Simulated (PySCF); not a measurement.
Species: 1,4-cyclohexanedione, C6H8O2.
Structure used (GFN2-xTB), in Å, numbered top down from 1:
```
atom  x, y, z in Å
O1    -0.486    2.645   -0.321
C2    -0.270    1.470   -0.180
C3     1.048    0.931    0.328
C4     1.345   -0.473   -0.187
C5     0.270   -1.468    0.185
O6     0.487   -2.641    0.342
C7    -1.104   -0.857    0.346
C8    -1.291    0.401   -0.495
H9     1.845    1.625    0.057
H10    0.990    0.920    1.421
H11    1.407   -0.462   -1.280
H12    2.307   -0.832    0.184
H13   -1.858   -1.607    0.102
H14   -1.224   -0.616    1.407
H15   -2.292    0.816   -0.364
H16   -1.181    0.157   -1.556
```

Definitions: NICS(0) = −σiso at the ring centroid; NICS(1) = −σiso and NICS(1)zz = −σzz at ±1 Å along the ring normal z. Level: GIAO PBE0/pcSseg-1 (PySCF, non-relativistic, gas phase) on the GFN2-xTB geometry, one conformer.

Ring bond lengths (Å), with Mayer bond orders in brackets: C2–C3 1.512 (0.98), C3–C4 1.525 (1.03), C4–C5 1.512 (0.98), C5–C7 1.512 (0.98), C7–C8 1.525 (1.03), C8–C2 1.512 (0.98).

Task: What do the NICS probes read (ppm)?

Result: 
```
             ring                                            type  NICS(0)  NICS(1), two faces  NICS(1)zz, two faces  rms pucker (Å)  centre to ring atoms, mean (Å)
C2–C3–C4–C5–C7–C8  6-membered carbocycle; formal bonds all single      3.3         -1.3 / -1.2             1.0 / 1.1            0.28                            1.46
```

Task: What do they say, and how far can they be read as aromaticity?

Result: 
- C2–C3–C4–C5–C7–C8: mean NICS(1)zz 1.0 ppm, near zero. C3, C4, C7, C8 have four or more neighbours, and the NICS criterion for π rings isn't applied.

Task: How shielded are the nuclei of the rings and their hydrogens (means over atoms taken as equivalent)?

Result: 
| atoms | environment | σ isotropic (ppm) |
| --- | --- | --- |
| C2 (×2) | ketone carbonyl carbon | -26.5 |
| C3 (×4) | sp3 carbon next to a carbonyl | 147.5 |
| H9 (×8) | methylene hydrogen | 29.13 |
